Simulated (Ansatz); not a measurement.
Reaction 3 R1 → 4 P1, each structure at its B3LYP-D3(BJ)/def2-TZVP stationary point, reached from a drawn start (curvature not checked).
P1, C3H6 (SMILES C1CC1) (charge 0, multiplicity 1):
```xyz
9

C      0.85172     0.15619     0.05996
C     -0.28234    -0.79736    -0.19454
C     -0.56932     0.64118     0.13465
H      1.40362     0.05471     0.98460
H      1.45209     0.46899    -0.78359
H     -0.44913    -1.12963    -1.21024
H     -0.49760    -1.54391     0.55792
H     -0.97870     0.86777     1.10981
H     -0.93024     1.28206    -0.65837
```
R1: C4H8 (SMILES C1CCC1), charge 0, multiplicity 1.

P less R. No zero-point or thermal terms.

Frozen-core correlation throughout.

Codes used: Ansatz (a quantum-chemistry and plane-wave program) with Gaussian orbitals. No computed number here is a measurement.

Total energies in hartree:

```json
[
 {"structure": "P1", "PBE/def2-TZVPP": "-117.770213", "PBE0/def2-TZVPP": "-117.792409", "CCSD(T)/cc-pVTZ": "-117.670246"},
 {"structure": "R1", "PBE/def2-TZVPP": "-157.042429", "PBE0/def2-TZVPP": "-157.073164", "CCSD(T)/cc-pVTZ": "-156.913414"}
]
```

### Question
Work out the reaction energy at each level in kcal/mol (1 hartree = 627.50947 kcal/mol), and say how far PBE/def2-TZVPP lies from CCSD(T)/cc-pVTZ.

### Answer
- PBE/def2-TZVPP: 4 × (-117.770213) − 3 × (-157.042429) = 0.046435 hartree = 29.14 kcal/mol
- PBE0/def2-TZVPP: 4 × (-117.792409) − 3 × (-157.073164) = 0.049856 hartree = 31.29 kcal/mol
- CCSD(T)/cc-pVTZ: 4 × (-117.670246) − 3 × (-156.913414) = 0.059258 hartree = 37.18 kcal/mol
PBE/def2-TZVPP less CCSD(T)/cc-pVTZ: -8.04 kcal/mol. CCSD(T)/cc-pVTZ is the level counted from, the highest shown, and no exact or measured value.
